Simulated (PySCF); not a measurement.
# One molecule, several mistakes: CGe2H7O

Calculated results; nothing here was measured. The program is PySCF 2.14.0, an open-source quantum chemistry code, run on an isolated molecule that a program drew, which may never have been made. The molecule is CGe2H7O (charge 0, doublet), drawn as the SMILES string `O[C]([GeH3])[GeH3]`.

Each row is a Hartree-Fock (HF) and frozen-core CCSD(T) single point in the cc-pVDZ basis, meant for a local HF minimum. Run 1 is clean. Each other run has one planted mistake out of seven kinds, and not every kind appears here: one electron removed, one electron added, multiplicity raised by two, geometry at a saddle point, minimal basis STO-3G, one bond length entered in bohr, all coordinates scaled. The reference is restricted for singlets and unrestricted otherwise, and also for a bond in bohr. Adding or removing an electron swaps singlet and doublet. Electrons count all cores. HOMO and LUMO are orbital energies over both spins, the gradient is its largest component, and the lowest frequency (negative if imaginary) is given only where the gradient is small. Bond lengths are over the 10 bonds as drawn. T1 is the CCSD diagnostic: over 0.02 (restricted) or 0.045 (unrestricted) a single reference is doubtful. Germanium has the cc-pVDZ-PP basis, with a core potential (ECP10MDF) in place of its 10 inner electrons, and its 3s, 3p and 3d shells are frozen in CCSD(T).

Geometry of the clean run:
```xyz
11
CGe2H7O, angstrom
O    -0.1164   -0.8186   -0.4159
C    -0.6736   -0.4984    0.7947
Ge    0.2138   -1.0542    2.4438
Ge   -2.2352    0.6558    0.6011
H     0.5886   -1.4428   -0.3188
H    -0.8147   -1.5457    3.4640
H     1.0251    0.0858    3.0724
H     1.1756   -2.1970    2.0756
H    -2.7642    0.9878    2.0015
H    -3.3272   -0.0587   -0.2017
H    -1.8582    1.9539   -0.1207
```

| run | electrons | basis functions | <S^2> | HOMO (eV) | LUMO (eV) | gradient (hartree/bohr) | lowest frequency (cm^-1) | mean bond (Å) | longest bond (Å) | T1 | HF (hartree) | CCSD(T) (hartree) | mistake |
|---|---|---|---|---|---|---|---|---|---|---|---|---|---|
| 1 | 85 | 109 | 0.766 | -8.84 | 2.70 | 2.1e-05 | 51 | 1.5422 | 1.953 | 0.0167 | -703.48967 | -704.06738 | no fault |
| 2 | 85 | 109 | 3.771 | -2.64 | -2.36 | 1.4e-01 | - | 1.5422 | 1.953 | 0.0332 | -703.22153 | -703.80898 | multiplicity raised by two |
| 3 | 86 | 109 | 0.000 | -0.27 | 8.56 | 7.4e-02 | - | 1.5422 | 1.953 | 0.0147 | -703.43186 | -704.04649 | one electron added |
| 4 | 85 | 109 | 1.507 | -8.76 | 1.50 | 9.1e-03 | - | 1.6785 | 2.895 | 0.0373 | -703.39343 | -703.96202 | ? |

**Which mistake was planted in run 4, and what did it cost?**

The mean bond changes by a factor of 1.088 and the longest by 1.482, so the molecule wasn't scaled as a whole. A length L in bohr read as angstrom grows by (1/0.5292 - 1) L = 0.890 L. The 10 bonds together grew by 10 x 0.1363 = 1.363 Å, which gives L = 1.532 Å. That is the length of one of the Ge-H bonds, 1.532 Å in the clean geometry. So the mistake is: one bond length entered in bohr. Subtracting run 1 and multiplying by 627.51 kcal/mol a hartree, the energy moved by 60.4 kcal/mol in HF and 66.1 kcal/mol in CCSD(T).

Cautions from the logs. Run 3: the added electron raises the CCSD(T) energy, so it isn't bound in this basis.
